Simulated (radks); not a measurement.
Effect of the nuclear size on the praseodymium ion Pr34+, [Ar] 3d7. Method: Dirac Kohn-Sham, PBE, spin-unpolarised, spherical densities, finite nucleus; open shells fill j = l - 1/2 first; Fermi nuclear charge, rms radius 4.8919 fm; computed with a radial shooting solver on a logarithmic mesh with Libxc functionals. The rms radius is varied about that value; shifts are against it.

rms radius (fm)	total energy shift (eV)	density at nucleus (e/bohr^3)	1s1/2 shift (meV)	2s1/2 shift (meV)	3s1/2 shift (meV)	3p1/2 shift (meV)	3d5/2 shift (meV)	4s1/2 (empty) shift (meV)	4p1/2 (empty) shift (meV)
3.982	-3.95	4.344e+05	-1640	-205	-46.0	0.839	2.04	-15.5	0.174
4.481	-1.86	4.235e+05	-775	-96.6	-21.7	0.395	0.963	-7.33	0.082
4.8919	0	4.156e+05	0.000	0.000	0.000	0.000	0.000	0.000	0.000
5.1561	1.26	4.109e+05	527	65.6	14.7	-0.268	-0.654	4.98	-0.055
5.5181	3.08	4.05e+05	1280	160	35.9	-0.653	-1.59	12.1	-0.135

Slopes of the eigenvalues against <r^2> in GHz/fm^2, as finite differences over the two radii next to the reference (eigenvalue slopes, not the field-shift constants of lines): 1s1/2 48400, 2s1/2 6030, 3s1/2 1350, 3p1/2 -24.7, 3d5/2 -60.1, 4s1/2 (empty) 457, 4p1/2 (empty) -5.11.
